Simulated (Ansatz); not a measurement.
Geometry optimisation, Ansatz, RKS PBE0/def2-SVP.

Input:

```yaml
crystal:
  periodic: [false, false, false]
  atoms:
    - { symbol: O, position_ang: [-1.2618, 0.6562, 1.5178] }
    - { symbol: C, position_ang: [0.1023, 0.7458, 1.3098] }
    - { symbol: Si, position_ang: [0.8609, -0.7234, 0.4625] }
    - { symbol: Si, position_ang: [-0.0403, -1.0262, -1.5716] }
    - { symbol: S, position_ang: [-0.1421, 0.7799, -2.7239] }
    - { symbol: H, position_ang: [-1.5547, 1.4933, 2.0405] }
    - { symbol: H, position_ang: [0.3497, 1.6565, 0.7382] }
    - { symbol: H, position_ang: [0.6029, 0.8918, 2.2908] }
    - { symbol: H, position_ang: [0.7698, -1.9266, 1.3687] }
    - { symbol: H, position_ang: [2.3545, -0.4651, 0.3298] }
    - { symbol: H, position_ang: [-1.5304, -1.4984, -1.4091] }
    - { symbol: H, position_ang: [0.6498, -2.0447, -2.3416] }
    - { symbol: H, position_ang: [-0.488, 0.21643, -3.95058] }
basis:
  gaussian: { orbitals: def2-SVP }
hamiltonian:
  xc: pbe0
relax:
  f_tol: 0.015
  max_steps: 40
```

Run as:

```bash
$ ansatz run input.yaml --threads 2 --pin off --max-ram 3072MiB --backend cpu --events-out ev --progress --plain --runs-dir out
```

**Question.** Where does it end, and by what steps?

**Answer.** It converged. The force dipped under the threshold on the way, but the program's further checks kept it going. After 13 steps the energy has fallen by 0.441 eV; H6 moved furthest, 0.48 Å.

```json
{"step": "0", "energy less start (eV)": "0.0000", "largest force component (eV/Å)": "2.452", "accepted": "yes"}
{"step": "1", "energy less start (eV)": "-0.3156", "largest force component (eV/Å)": "0.871", "accepted": "yes"}
{"step": "2", "energy less start (eV)": "-0.4114", "largest force component (eV/Å)": "0.426", "accepted": "yes"}
{"step": "3", "energy less start (eV)": "-0.4096", "largest force component (eV/Å)": "0.319", "accepted": "no"}
{"step": "4", "energy less start (eV)": "-0.4281", "largest force component (eV/Å)": "0.079", "accepted": "yes"}
{"step": "5", "energy less start (eV)": "-0.4321", "largest force component (eV/Å)": "0.054", "accepted": "yes"}
{"step": "6", "energy less start (eV)": "-0.4358", "largest force component (eV/Å)": "0.048", "accepted": "yes"}
{"step": "7", "energy less start (eV)": "-0.4382", "largest force component (eV/Å)": "0.106", "accepted": "yes"}
{"step": "8", "energy less start (eV)": "-0.4368", "largest force component (eV/Å)": "0.392", "accepted": "no"}
{"step": "9", "energy less start (eV)": "-0.4401", "largest force component (eV/Å)": "0.033", "accepted": "yes"}
{"step": "10", "energy less start (eV)": "-0.4409", "largest force component (eV/Å)": "0.030", "accepted": "yes"}
{"step": "11", "energy less start (eV)": "-0.4412", "largest force component (eV/Å)": "0.010", "accepted": "yes"}
{"step": "12", "energy less start (eV)": "-0.4412", "largest force component (eV/Å)": "0.040", "accepted": "no"}
{"step": "13", "energy less start (eV)": "-0.4413", "largest force component (eV/Å)": "0.008", "accepted": "yes"}
```

```xyz
13
Properties=species:S:1:pos:R:3
O -1.235 0.544 1.335
C 0.151 0.794 1.312
Si 0.968 -0.726 0.514
Si -0.106 -1.084 -1.539
S 0.064 0.804 -2.578
H -1.692 1.349 1.599
H 0.415 1.679 0.698
H 0.574 0.968 2.322
H 0.821 -1.933 1.384
H 2.427 -0.461 0.305
H -1.541 -1.454 -1.345
H 0.544 -2.183 -2.320
H -0.716 0.458 -3.626
```

The run took 54 s on 2 threads of Intel(R) Xeon(R) Platinum 8488C (Sapphire Rapids), on a shared host, peak memory 0.32 GiB.
